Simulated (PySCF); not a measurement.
**Vanadium: a sound run and one with changed settings**

Sound run: V [Ar] 3d3 4s2, V⁺ [Ar] 3d4. Calculation: PySCF 2.14, in def2-TZVP (6s4p4d1f, 45 functions); no relativity, point nucleus. In the sound run the correlated levels freeze [Ar]. The sound run starts from symmetry-adapted Hartree-Fock orbitals and uses a fine grid where one is needed.

Changed run: the spin-free X2C one-electron Hamiltonian (Gaussian nucleus). This setting is unsound on purpose.

```json
{"species": "V", "method": "UHF", "sound run (hartree)": "-942.87233", "changed run (hartree)": "-947.31237", "converged": "yes"}
{"species": "V", "method": "B3LYP", "sound run (hartree)": "-943.91194", "changed run (hartree)": "-948.35027", "converged": "yes"}
{"species": "V", "method": "MP2", "sound run (hartree)": "-942.92103", "changed run (hartree)": "-947.36174", "converged": "yes"}
{"species": "V⁺", "method": "UHF", "sound run (hartree)": "-942.65616", "changed run (hartree)": "-947.08617", "converged": "yes"}
{"species": "V⁺", "method": "B3LYP", "sound run (hartree)": "-943.67203", "changed run (hartree)": "-948.09941", "converged": "yes"}
{"species": "V⁺", "method": "MP2", "sound run (hartree)": "-942.69353", "changed run (hartree)": "-947.12387", "converged": "yes"}
```

Ionisation energy of V:

```json
{"method": "UHF", "sound run (eV)": "5.882", "changed run (eV)": "6.155"}
{"method": "B3LYP", "sound run (eV)": "6.528", "changed run (eV)": "6.826"}
{"method": "MP2", "sound run (eV)": "6.191", "changed run (eV)": "6.473"}
{"method": "SCS-MP2", "sound run (eV)": "6.633", "changed run (eV)": "6.917"}
```

Most of the change in total energy is the relativistic energy itself. On top of that the contraction fixes the core shape for the Hamiltonian it was made with, so the changed run is not a good calculation with the other Hamiltonian either.

For comparison, NIST gives 6.746 eV between the lowest levels.
